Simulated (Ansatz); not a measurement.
Relaxation of FH7N2Si (11 atoms, charge 0, multiplicity 1), to a largest force component of 0.03 eV/Å in at most 50 steps.

Theory: RKS PBE0/6-31G* (Ansatz).

```xyz
11
Properties=species:S:1:pos:R:3
Si -0.180 0.086 -0.014
F -0.373 0.060 1.580
H 1.284 0.191 -0.249
N -0.829 1.446 -0.817
H -1.829 1.598 -0.831
H -0.318 2.315 -0.875
N -1.066 -1.259 -0.583
H -1.092 -2.146 -0.103
H -1.262 -1.359 -1.569
H 1.141 -1.992 1.016
H 0.909 -1.640 1.585
```

Task: Where does it end, and by what steps?

Result: The run converged. After 23 steps the energy has fallen by 0.207 eV; H10 moved furthest, 1.57 Å.

```tsv
step	energy less start (eV)	largest force component (eV/Å)	accepted
0	0.0000	1.157	yes
1	-0.1147	0.308	yes
2	-0.1583	0.082	yes
3	-0.1780	0.062	yes
4	-0.1820	0.367	yes
5	-0.1871	0.070	yes
6	-0.1852	0.140	no
7	-0.1892	0.156	yes
8	-0.1916	0.068	yes
9	-0.1943	0.211	yes
10	-0.1957	0.306	yes
11	-0.1983	0.117	yes
12	-0.1981	0.134	no
13	-0.1989	0.053	yes
14	-0.2009	0.050	yes
15	-0.2025	0.119	yes
16	-0.2036	0.089	yes
17	-0.2049	0.087	yes
18	-0.2056	0.121	yes
19	-0.2061	0.088	yes
20	-0.2068	0.063	yes
21	-0.2072	0.040	yes
22	-0.2074	0.032	yes
23	-0.2075	0.028	yes
```

```xyz
11
Properties=species:S:1:pos:R:3
Si -0.033 0.318 -0.430
F 0.486 0.134 1.092
H 1.186 0.670 -1.205
N -1.143 1.580 -0.717
H -2.074 1.545 -0.325
H -0.826 2.528 -0.864
N -0.856 -1.146 -0.755
H -0.522 -2.021 -0.377
H -1.350 -1.269 -1.627
H 0.786 -2.883 2.256
H 0.732 -2.158 2.094
```

Whether the end is a true minimum wasn't checked by a vibrational analysis.

Run time: 82 s on 1 thread of Arm Neoverse V2, on a shared host, peak memory 0.16 GiB.
